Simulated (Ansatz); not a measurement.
CH$_{4}$GeN$_{2}$, 8 atoms. Total charge 0; spin multiplicity 1. Correlated methods include outer-core shells of Ge, which these sets cover unevenly. Scalar relativity is left out up to krypton. The bonds changed during the relaxation, so this is another structure than the one it started from. All runs use 2 threads of an Arm Neoverse V2 on a shared host. Correlated methods freeze the cores.

Question: Give the basis size and wall time and peak host memory of each of these runs in Ansatz. RKS HSE06 (plane-wave form)-D4/def2-TZVPP energy; RKS PBE-QIDH (frozen core)/def2-TZVPP energy; RKS ωB97M-V/def2-SVP energy; RKS ωB97M-V/def2-QZVPP energy; RKS PBE0-D4/def2-TZVP frequencies; direct RPA on PBE orbitals/def2-TZVPP energy; RHF-CCSD(T)/def2-TZVPP energy; RKS PBE0-D4/def2-QZVPP energy; RKS PBE0-D4/def2-SVP energy; RKS ωB97X-V/def2-TZVPP energy; RHF-CCSD(T)/def2-SVP energy; RHF-MP2/def2-QZVPP energy. (Best estimate.)

Answer: Ansatz gave: Other jobs shared the machine, so times are rough.

```csv
level,job,functions,wall time,peak host memory (GiB)
RKS PBE0-D4/def2-SVP,energy,94,1.3 s,0.18
RKS HSE06 (plane-wave form)-D4/def2-TZVPP,energy,197,3.5 s,0.42
direct RPA on PBE orbitals/def2-TZVPP,energy,197,4.7 s,0.38
RKS PBE-QIDH (frozen core)/def2-TZVPP,energy,197,6 s,0.4
RKS ωB97M-V/def2-SVP,energy,94,6 s,0.26
RHF-CCSD(T)/def2-SVP,energy,94,6.5 s,0.35
RKS PBE0-D4/def2-QZVPP,energy,380,7.5 s,1
RKS ωB97X-V/def2-TZVPP,energy,197,8.5 s,0.53
RKS ωB97M-V/def2-QZVPP,energy,380,19 s,1.1
RHF-MP2/def2-QZVPP,energy,380,22 s,1.5
RKS PBE0-D4/def2-TZVP,frequencies,165,100 s,0.35
RHF-CCSD(T)/def2-TZVPP,energy,197,120 s,2.4
```
